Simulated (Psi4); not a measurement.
Cl2Mg, charge +1, doublet, geometry from GFN2-xTB (such geometries of metal compounds can be far from the true shape) (a state made from the parent by changing its charge; the spin is typed, not shown lowest); Psi4 1.11 with R2SCAN/STO-3G.

Input for Psi4:
```
memory 2 GB

molecule mol {
1 2
Mg    0.000000    0.000000    0.000000
Cl   -0.000000   -0.000000   -2.171072
Cl    0.000000    0.000000    2.171072
}

set {
  basis sto-3g
  reference uks
  guess gwh
}

energy('r2scan')
print_variables()
```

Question: Predict the main parts of the log of this Psi4 run.

Answer: 
```
   => Loading Basis Set <=

    Name: STO-3G
    Role: ORBITAL
    Keyword: BASIS

         ---------------------------------------------------------
                                   SCF
               by Justin Turney, Rob Parrish, Andy Simmonett
                          and Daniel G. A. Smith
                              UKS Reference
         ---------------------------------------------------------

  ==> Geometry <==

    Molecular point group: d2h
    Full point group: D_inf_h

    Geometry (in Angstrom), charge = 1, multiplicity = 2:

       Center              X                  Y                   Z               Mass
    ------------   -----------------  -----------------  -----------------  -----------------
         MG           0.000000000000     0.000000000000     0.000000000000    23.985041697000
         CL           0.000000000000     0.000000000000    -2.171072000000    34.968852682000
         CL           0.000000000000     0.000000000000     2.171072000000    34.968852682000

  Running in d2h symmetry.

  Rotational constants: A = ************  B =      0.05114  C =      0.05114 [cm^-1]
  Rotational constants: A = ************  B =   1533.05370  C =   1533.05370 [MHz]
  Nuclear repulsion =  134.666380891640159

  Charge       = 1
  Multiplicity = 2
  Electrons    = 45
  Nalpha       = 23
  Nbeta        = 22

  ==> Algorithm <==

  SCF Algorithm Type is DF.
  DIIS enabled.
  MOM disabled.
  Fractional occupation disabled.
  Guess Type is GWH.
  Energy threshold   = 1.00e-06
  Density threshold  = 1.00e-06
  Integral threshold = 1.00e-12

  ==> Primary Basis <==

  Basis Set: STO-3G
    Blend: STO-3G
    Number of shells: 15
    Number of basis functions: 27
    Number of Cartesian functions: 27
    Spherical Harmonics?: true
    Max angular momentum: 1

  ==> DFT Potential <==

   => LibXC <=

    Version 7.1.2
    S. Lehtola, C. Steigemann, M. J. T. Oliveira, and M. A. L. Marques,  SoftwareX 7, 1–5 (2018) (10.1016/j.softx.2017.11.002)

   => Composite Functional: R2SCAN <=

    r2SCAN Meta-GGA XC Functional  (0.1021/acs.jpclett.0c02405)
    J. W. Furness, A. D. Kaplan, J. Ning, J. P. Perdew, J. Sun  J. Phys. Chem. Lett.  11, 8208–8215, 2020

    Deriv               =              1
    GGA                 =           TRUE
    Meta                =           TRUE

    Exchange Hybrid     =          FALSE
    MP2 Hybrid          =          FALSE

   => Exchange Functionals <=

    1.0000   XC_MGGA_X_R2SCAN

[...]
   @S   Observed:                5.000000000E-01

    Orbital Energies [Eh]
    ---------------------

    Alpha Occupied:

[...]
    Alpha Virtual:

[...]
       7B1u    0.262274

    Beta Occupied:

[...]
       2B2g   -0.453139

    Beta Virtual:

[...]
    Final Occupation by Irrep:
             Ag   B1g   B2g   B3g    Au   B1u   B2u   B3u
    DOCC [     7,    0,    2,    1,    0,    6,    3,    3 ]
    SOCC [     0,    0,    0,    1,    0,    0,    0,    0 ]
    NA   [     7,    0,    2,    2,    0,    6,    3,    3 ]
    NB   [     7,    0,    2,    1,    0,    6,    3,    3 ]

  @DF-UKS Final Energy: -1107.79493175325092

   => Energetics <=

    Nuclear Repulsion Energy =            134.6663808916401592
    One-Electron Energy =               -1792.9956739708081841
    Two-Electron Energy =                 623.0172533938157358
    DFT Exchange-Correlation Energy =     -72.4828920678984900
    Empirical Dispersion Energy =           0.0000000000000000
    VV10 Nonlocal Energy =                  0.0000000000000000
    Total Energy =                      -1107.7949317532509212

  UHF NO Occupations:
  HONO-2 :    7 Ag 1.9998099
  HONO-1 :    3B2u 1.9997604
  HONO-0 :    2B3g 1.0000000
  LUNO+0 :    4B2u 0.0002396
  LUNO+1 :    8 Ag 0.0001901
  LUNO+2 :    7B1u 0.0000468
  LUNO+3 :    4B3u 0.0000232

Computation Completed

Properties will be evaluated at   0.000000,   0.000000,   0.000000 [a0]

Properties computed using the SCF density matrix

 Multipole Moments:

 ------------------------------------------------------------------------------------
     Multipole            Electronic (a.u.)      Nuclear  (a.u.)        Total (a.u.)
 ------------------------------------------------------------------------------------

 L = 1.  Multiply by 2.5417464519 to convert [e a0] to [Debye]
 Dipole X            :          0.0000000            0.0000000            0.0000000
 Dipole Y            :          0.0000000            0.0000000            0.0000000
 Dipole Z            :          0.0000000            0.0000000            0.0000000
 Magnitude           :                                                    0.0000000

 ------------------------------------------------------------------------------------

  Variable Map:
  ----------------------------------------------------------------------------
[...]
  Array Variable Map:
  ----------------------------------------------------------------------------
[...]
[...]
```
